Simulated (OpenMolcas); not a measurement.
## S: effect of the IPEA shift

```
Program             : OpenMolcas 26.06
Basis               : ANO-R3 [6s5p4d3f1g]
Scalar Hamiltonian  : X2C, finite nucleus
Active space        : 6 electrons in 4 orbitals (3s 3p)
State averaging     : 2S+1 = 3 even, 3 roots; 2S+1 = 1 even, 6 roots; 2S+1 = 3 odd, 3 roots (0 in the spin-orbit step)
Spin-orbit coupling : RASSI with atomic mean-field integrals over the reference wave functions, term energies averaged over their components
```

Methods on the same reference wave functions:
A. CASSCF
B. SS-CASPT2, IPEA 0 Eh, imaginary shift 0.1 Eh (closed shells correlated: 2s 2p)
C. SS-CASPT2, IPEA 0.25 Eh, imaginary shift 0.1 Eh (closed shells correlated: 2s 2p)

Energies in cm-1 above 3s2 3p4 3P2, the measured ground level; measured values from NIST Handbook of Basic Atomic Spectroscopic Data.

| Level | A | B | C | Measured |
| --- | --- | --- | --- | --- |
| 3s2 3p4 3P2 | 0.0 | 0.0 | 0.0 | 0.0 |
| 3s2 3p4 3P1 | 369 | 370 | 371 | 396 |
| 3s2 3p4 3P0 | 539 | 541 | 541 | 574 |
| 3s2 3p4 1D2 | 11724 | 9670 | 9230 | 9239 |
| 3s2 3p4 1S0 | 21436 | 22470 | 21960 | 22180 |

Deviations, from unrounded energies. A percentage is the sum of absolute deviations over the sum of measured energies, with the sign that they share, or ± where signs differ.

```
                        Against measurement  Levels      A     B     C
             mean absolute deviation (cm-1)       4    820   200    73
      fine structure of the ground term (%)       2   -6.4  -6.1  -6.0
other terms of the ground configuration (%)       2  ±10.3  +2.3  -0.7
```

C lies closest to measurement on these levels and A furthest from it. The largest miss of C in the table is 3s2 3p4 1S0, by -220 cm-1. The ranking rests on the paired levels alone, and a cruder setting can come out closer through cancelling errors.

Between B and C the level of the table that moves most is 3s2 3p4 1S0, by 520 cm-1 (lowest in C, highest in B). Moves below CASPT2's spread within the term are not significant.

The mean deviations of B to C differ by less than CASPT2's widest spread within a term (150 cm-1), so their order carries little weight.

From A to B the spin-free energies of the other terms of 3s2 3p4 shown, above 3P, scale by factors of 0.82 to 1.05.

The lowest spin-free term lies below A's lowest term by 0.427 hartree in B, 0.417 hartree in C.

Term energies are means over components that CASPT2 splits; among the terms shown or strongly mixed into the levels shown the widest spread is 150 cm-1 (3s2 3p4 1D, C). No level of 3s 3p5 was computed, though it lies in the active space. Without dynamic correlation excited terms often stand tens of per cent too high (terms of higher spin than the ground term too low), and those without a measured partner can miss by more than the paired ones (holds for A). Measured partners are found by configuration, term and J. A level has none where our copy of the source lacks it or the pairing is in doubt (some pairs that miss far off the trend of their configuration count as doubtful), and it then counts in no deviation. Only configurations of the active space appear.
